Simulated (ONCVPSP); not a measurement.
# Potentials for silicon compared

Generated with ld1.x 7.5 (TM, RRKJ, ultrasoft, PAW), atompaw 4.2 or ONCVPSP 4.0.1. The cutoff is in Ry: for ld1.x and atompaw files where the sum of valence levels is converged to 10 mRy in a Bessel basis, for ONCV files where the hardest occupied wave has 1 mHa per electron of residual kinetic energy. The error is the largest all-electron minus pseudo excitation energy over each file’s own four to seven test configurations (ionisations up to +4, promotions, holes and added fractions of an electron), all of which were solved. The labels leave out finer settings (local radius, basis sizes, second energies), which also bear on the numbers. Spin-polarised tests are not counted. The rows are a selection from randomly drawn settings: files with unsolved tests, undetermined cutoffs or missed reference levels are left out.

| potential | cutoff (Ry) | largest error (meV) | bound ghosts |
| --- | --- | --- | --- |
| ONCV, LDA (Perdew-Zunger), scalar-relativistic, rc 1.10/0.85 (sp), local smoothed, core correction yes, reference 2s2 2p6 3s2 3p1.75, qcut 9.8/15.5, projectors 3/2 | 194 | +2.1 | none |
| ONCV, LDA (Perdew-Zunger), scalar-relativistic, rc 0.75/0.95/1.00 (spd), local smoothed, core correction yes, reference 2s2 2p6 3s1.75 3p2.25, qcut 14/14/9.9, projectors 2/2/2 | 180 | +493 | none |
| ONCV, PBE, scalar-relativistic, rc 1.15/0.95/1.20 (spd), local smoothed, core correction yes, reference 2s2 2p6 3s2 3p2, qcut 10.1/15.1/9.1, projectors 2/2/2 | 178 | +479 | none |
| ONCV, PBE, scalar-relativistic, rc 1.90/1.90 (sp), local p, core correction no, reference 3s2, qcut 3.8/4.6, projectors 2/0 | 15 | +332 | none |

Q: Fill in the row for Si: ONCV, PBEsol, scalar-relativistic, rc 1.00/0.95 (sp), local smoothed, core correction yes, reference 2s2 2p6 3s1.5 3p2.5, qcut 9.9/14.2, projectors 2/2.

A: cutoff 167 Ry, largest error +3.8 meV, bound ghosts: none.
